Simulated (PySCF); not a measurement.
Gas-phase reaction: GeH3 + 5 F → GeHF3 + 2 HF

Method: PySCF energies (xtb for GFN2) plus ideal-gas RRHO corrections (1 bar). † marks an energy on the PBE0/def2-TZVP geometry and frequencies; other levels use their own. CCSD(T) freezes the core. 6-31G* has spherical d functions here. Open shells (unrestricted): GeH3 (multiplicity 2), F (multiplicity 2, electronic degeneracy 6); the rest are closed-shell singlets. GFN2 has no spin-polarisation term. Spin-orbit splitting is ignored; it lowers the true energy and changes the entropy of F. B3LYP is the form with VWN-RPA correlation. Ge: all electrons, no relativistic terms. GeH3, GeHF3: computed as isolated molecules; such fragments, hydroxides, amides, oligomers or adducts are transient or little studied in the gas. CCSD(T) isn't extrapolated to the basis-set limit; its ΔH°(298 K) is -1866.5 kJ in def2-SVP and -2000.4 kJ in def2-TZVPP. The harmonic model lacks anharmonicity and excited electronic states, which grow with temperature; levels with a mode under 35 cm⁻¹ are left out.

```json
[
 {"level": "B3LYP/6-31G*", "ΔE electronic, kJ": "-1922", "ΔH°(298 K), kJ": "-1896", "ΔS°(298 K), J/K": "-389", "ΔG°(1200 K), kJ": "-1419"},
 {"level": "BLYP/def2-TZVP†", "ΔE electronic, kJ": "-2054", "ΔH°(298 K), kJ": "-2026", "ΔS°(298 K), J/K": "-390", "ΔG°(1200 K), kJ": "-1549"},
 {"level": "CCSD(T)/def2-TZVPP†", "ΔE electronic, kJ": "-2028", "ΔH°(298 K), kJ": "-2000", "ΔS°(298 K), J/K": "-390", "ΔG°(1200 K), kJ": "-1523"},
 {"level": "GFN2-xTB", "ΔE electronic, kJ": "-1877", "ΔH°(298 K), kJ": "-1853", "ΔS°(298 K), J/K": "-376", "ΔG°(1200 K), kJ": "-1397"},
 {"level": "HF/def2-TZVP†", "ΔE electronic, kJ": "-1381", "ΔH°(298 K), kJ": "-1353", "ΔS°(298 K), J/K": "-390", "ΔG°(1200 K), kJ": "-876"},
 {"level": "M06-2X/def2-TZVP†", "ΔE electronic, kJ": "-2085", "ΔH°(298 K), kJ": "-2057", "ΔS°(298 K), J/K": "-390", "ΔG°(1200 K), kJ": "-1580"},
 {"level": "PBE/def2-SVP", "ΔE electronic, kJ": "-2083", "ΔH°(298 K), kJ": "-2057", "ΔS°(298 K), J/K": "-388", "ΔG°(1200 K), kJ": "-1582"},
 {"level": "PBE0/def2-QZVP†", "ΔE electronic, kJ": "-2021", "ΔH°(298 K), kJ": "-1993", "ΔS°(298 K), J/K": "-390", "ΔG°(1200 K), kJ": "-1516"},
 {"level": "PBE0/def2-SVP†", "ΔE electronic, kJ": "-1958", "ΔH°(298 K), kJ": "-1930", "ΔS°(298 K), J/K": "-390", "ΔG°(1200 K), kJ": "-1453"},
 {"level": "PBE0/def2-TZVP", "ΔE electronic, kJ": "-1999", "ΔH°(298 K), kJ": "-1972", "ΔS°(298 K), J/K": "-390", "ΔG°(1200 K), kJ": "-1494"},
 {"level": "ωB97X-V/def2-TZVP†", "ΔE electronic, kJ": "-2043", "ΔH°(298 K), kJ": "-2015", "ΔS°(298 K), J/K": "-390", "ΔG°(1200 K), kJ": "-1538"}
]
```
ΔH° is lowest at M06-2X/def2-TZVP† and highest at HF/def2-TZVP†. No reference value is set beside these.
